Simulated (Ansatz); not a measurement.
C$_{2}$H$_{8}$SeSi, SMILES `C[Se]C[SiH3]`, relaxed with RKS PBE-D4/def2-SVP in the Gaussian-basis code of Ansatz from a rough embedded geometry. The force threshold is 0.03 eV/Å; the program also tests the step.

Charge 0, multiplicity 1.

Start:

```xyz
12

C     0.830   -0.120   -2.144
Se   -0.697    0.374   -1.161
C     0.158   -0.133    0.535
Si   -1.081    0.307    1.910
H     0.705    0.026   -3.241
H     1.095   -1.229   -2.023
H     1.741    0.472   -1.860
H     1.052    0.532    0.667
H     0.360   -1.197    0.491
H    -0.453   -0.137    3.188
H    -2.294   -0.575    1.719
H    -1.417    1.679    1.918
```

Question: By how much does the energy fall, and how many steps does the optimiser take? (Best estimate.)

Answer: Ansatz gave: 29.09 kJ/mol, in 4 steps.

Question: Which bonds change most? (Estimate.)

Answer: Ansatz gave: Si4–H12 from 1.413 to 1.504 Å; C1–Se2 from 1.882 to 1.961 Å; C1–H6 from 1.146 to 1.107 Å; C3–H9 from 1.084 to 1.111 Å.

Question: Give the relaxed structure. (An estimate is asked.)

Answer: Ansatz gave: 
```xyz
12

C     0.923   -0.148   -2.267
Se   -0.639    0.346   -1.190
C     0.115   -0.107    0.568
Si   -1.114    0.257    1.970
H     0.658    0.051   -3.323
H     1.157   -1.224   -2.148
H     1.801    0.467   -1.991
H     1.040    0.485    0.733
H     0.382   -1.185    0.586
H    -0.485   -0.114    3.287
H    -2.372   -0.546    1.786
H    -1.466    1.719    1.990
```
